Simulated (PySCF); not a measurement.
CHOS (SMILES [OH+]=C=S), charge +1, singlet, at a GFN2-xTB geometry; PySCF with B3LYP/def2-SVP.

Here is a job for PySCF.
```python
from pyscf import gto, scf, dft

mol = gto.Mole()
mol.atom = '''
    O    -1.559448   -0.239176    0.380886
    C    -0.384527   -0.020327    0.121879
    S     1.057372    0.108965   -0.296749
    H    -2.135197    0.291930    0.969628
'''
mol.basis = 'def2-svp'
mol.charge = 1
mol.spin = 0
mol.verbose = 4
mol.build()

mf = dft.RKS(mol)
mf.xc = 'b3lyp'
mf.grids.level = 1
mf.kernel()
```

Problem. Write the output that PySCF gives for this input, abridged.

Solution. 
```
PySCF version 2.14.0

[INPUT] verbose = 4
[INPUT] num. atoms = 4
[INPUT] num. electrons = 30
[INPUT] charge = 1
[INPUT] spin (= nelec alpha-beta = 2S) = 0
[INPUT] symmetry False subgroup None
[INPUT] Mole.unit = angstrom
[INPUT] Symbol           X                Y                Z      unit          X                Y                Z       unit  Magmom
[INPUT]  1 O     -1.559448000000  -0.239176000000   0.380886000000 AA   -2.946929625501  -0.451977135569   0.719770224681 Bohr   0.0
[INPUT]  2 C     -0.384527000000  -0.020327000000   0.121879000000 AA   -0.726650717501  -0.038412462934   0.230317930336 Bohr   0.0
[INPUT]  3 S      1.057372000000   0.108965000000  -0.296749000000 AA    1.998143491784   0.205914007163  -0.560774337739 Bohr   0.0
[INPUT]  4 H     -2.135197000000   0.291930000000   0.969628000000 AA   -4.034937551993   0.551667747544   1.832331362710 Bohr   0.0

nuclear repulsion = 87.7275252168574
number of shells = 23
number of NR pGTOs = 91
number of NR cGTOs = 51
basis = def2-svp
ecp = {}

******** <class 'pyscf.dft.rks.RKS'> ********
method = RKS
initial guess = minao
damping factor = 0
level_shift factor = 0
DIIS = <class 'pyscf.scf.diis.CDIIS'>
diis_start_cycle = 1
diis_space = 8
diis_damp = 0
SCF conv_tol = 1e-09
SCF conv_tol_grad = None
SCF max_cycles = 50
direct_scf = True
direct_scf_tol = 1e-13
XC library pyscf.dft.libxc version 7.1.2
    S. Lehtola, C. Steigemann, M. J. T. Oliveira, and M. A. L. Marques,  SoftwareX 7, 1–5 (2018)
XC functionals = b3lyp
    P. J. Stephens, F. J. Devlin, C. F. Chabalowski, and M. J. Frisch,  J. Phys. Chem. 98, 11623 (1994)
radial grids:
    Treutler-Ahlrichs [JCP 102, 346 (1995); DOI:10.1063/1.469408] (M4) radial grids

becke partition: Becke, JCP 88, 2547 (1988); DOI:10.1063/1.454033
pruning grids: <function nwchem_prune>
grids dens level: 1
symmetrized grids: False
atomic radii adjust function: <function treutler_atomic_radii_adjust>
small_rho_cutoff = 0
Set gradient conv threshold to 3.16228e-05
Initial guess from minao.
tot grids = 19152
init E= -512.451105602923
  HOMO = -0.335387839597329  LUMO = -0.0957130975779403  gap/eV = 6.52188
cycle= 1 E= -511.519363369364  delta_E= 0.932  |g|= 0.531  |ddm|= 2.37
  HOMO = -0.581489955848926  LUMO = -0.371878081897228  gap/eV = 5.70383
cycle= 2 E= -511.351395163321  delta_E= 0.168  |g|= 1.01  |ddm|= 1.06
  HOMO = -0.582635817653647  LUMO = -0.333757867125437  gap/eV = 6.77231
cycle= 3 E= -511.575494472381  delta_E= -0.224  |g|= 0.175  |ddm|= 0.809
  HOMO = -0.5790305585071  LUMO = -0.335188643023021  gap/eV = 6.63528
cycle= 4 E= -511.580856835537  delta_E= -0.00536  |g|= 0.101  |ddm|= 0.241
  HOMO = -0.57788563445619  LUMO = -0.331716590680442  gap/eV = 6.69860
cycle= 5 E= -511.583635242533  delta_E= -0.00278  |g|= 0.00479  |ddm|= 0.0874
  HOMO = -0.578195727373483  LUMO = -0.331710960875567  gap/eV = 6.70719
cycle= 6 E= -511.583639687231  delta_E= -4.44e-06  |g|= 0.000923  |ddm|= 0.00514
  HOMO = -0.578114467522018  LUMO = -0.331627759326004  gap/eV = 6.70724
cycle= 7 E= -511.583639960575  delta_E= -2.73e-07  |g|= 0.000193  |ddm|= 0.00125
  HOMO = -0.578129166607861  LUMO = -0.331640831428253  gap/eV = 6.70729
cycle= 8 E= -511.583639973112  delta_E= -1.25e-08  |g|= 4.61e-05  |ddm|= 0.000239
  HOMO = -0.578129463121269  LUMO = -0.331642054835968  gap/eV = 6.70726
cycle= 9 E= -511.583639973958  delta_E= -8.46e-10  |g|= 6.95e-06  |ddm|= 7.55e-05
  HOMO = -0.578128527695338  LUMO = -0.331641732023472  gap/eV = 6.70725
Extra cycle  E= -511.583639973916  delta_E= 4.27e-11  |g|= 1.47e-05  |ddm|= 2.39e-05
converged SCF energy = -511.583639973916
```
